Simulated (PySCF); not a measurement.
Ga$_{2}$ (SMILES [Ga][Ga]), triplet (typed; the unrestricted solution is spin-contaminated), geometry from GFN2-xTB (such geometries of metal compounds can be far from the true shape). Base run: DF-B3LYP/STO-3G (PySCF).

The PySCF input:
```python
from pyscf import gto, scf, dft

mol = gto.M(
    atom='''
Ga   -0.000000   -0.000000   -1.361419
Ga    0.000000    0.000000    1.361419
''',
    basis='sto-3g',
    charge=0,
    spin=2,
    verbose=5,
)

mf = dft.UKS(mol)
mf.xc = 'b3lyp'
mf = mf.density_fit(auxbasis='def2-universal-jkfit')
mf.kernel()
mf.analyze()
```

Variants of this job, named by their change:

| change | basis functions | E (Eh) | HOMO (eV) |
|---|---|---|---|
| base | 36 | -3804.34622 | -3.64 |
| basis = LANL2DZ | 16 | -4.05599 | -4.32 |
| basis = pcseg-1 | 54 | -3849.35274 | -4.16 |
| basis = pc-1 | 54 | -3849.64070 | -4.13 |
| basis = def2-SVP | 64 | -3849.27654 | -4.12 |
| basis = aug-pcseg-1 | 72 | -3849.35380 | -4.18 |
| basis = def2-SVPD | 76 | -3849.27772 | -4.13 |
| basis = pc-2 | 86 | -3849.86817 | -4.13 |
| basis = 6-311G** | 88 | -3849.69687 | -4.14 |
| basis = def2-TZVP | 96 | -3849.77162 | -4.11 |
| basis = def2-TZVPP | 96 | -3849.77162 | -4.11 |
| basis = aug-cc-pVTZ | 118 | -3849.84395 | -4.15 |
| basis = def2-QZVP | 150 | -3849.86137 | -4.15 |

Totals compare only among sets that treat the same electrons; sets with core potentials leave the core out.

Open shells are given as the SCF converged; they aren't shown to be the lowest states, and a large step between rows can be another state.
